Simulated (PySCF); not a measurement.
Sn(H)2(Et)(OH) (C₂H₈OSn), SMILES C[CH2][SnH2][OH].

Coordinates come from a B3LYP-D3(BJ)/def2-SVP optimisation. The structure was generated by enumeration; whether it is a known compound was not checked. The def2 effective core potentials stand for the cores of Sn; spin–orbit coupling is left out. The values are those of a single conformer.

Method: B3LYP-D3(BJ)/def2-SVP (PySCF).

Frequencies are harmonic and unscaled.

### Question
List the normal modes with their intensities. (An estimate is asked for; the answer gives what the named calculation found.)

### Answer

```csv
mode,ν (cm⁻¹),IR (km/mol),moving atoms (share of kinetic energy)
1,46,2.3,"H 36 %, C 32 %, O 29 %"
2,122,2.6,"O 40 %, H 32 %, C 24 %"
3,148,90.0,H 94 %
4,208,4.5,"H 62 %, C 31 %"
5,253,2.5,"H 63 %, C 24 %"
6,388,40.9,"H 79 %, C 12 %"
7,506,18.1,"C 47 %, H 44 %"
8,527,5.9,"H 77 %, C 17 %"
9,594,122.2,"O 78 %, Sn 13 %, H 9 %"
10,617,123.1,"H 88 %, O 8 %"
11,694,63.6,"H 89 %, C 11 %"
12,713,107.2,H 93 %
13,829,55.5,H 92 %
14,959,8.6,"H 88 %, C 11 %"
15,970,3.9,"H 75 %, C 25 %"
16,1044,12.7,"C 67 %, H 33 %"
17,1213,11.6,"H 68 %, C 32 %"
18,1245,2.4,"H 77 %, C 23 %"
19,1398,2.1,"H 82 %, C 18 %"
20,1441,1.2,"H 90 %, C 10 %"
21,1474,6.7,H 97 %
22,1479,3.4,H 96 %
23,1860,170.9,H 99 %
24,1868,244.6,H 99 %
25,3020,36.8,H 97 %
26,3051,11.3,H 95 %
27,3090,19.6,"H 91 %, C 9 %"
28,3104,6.2,"H 91 %, C 9 %"
29,3121,17.5,"H 91 %, C 9 %"
30,3837,44.0,H 94 %
```
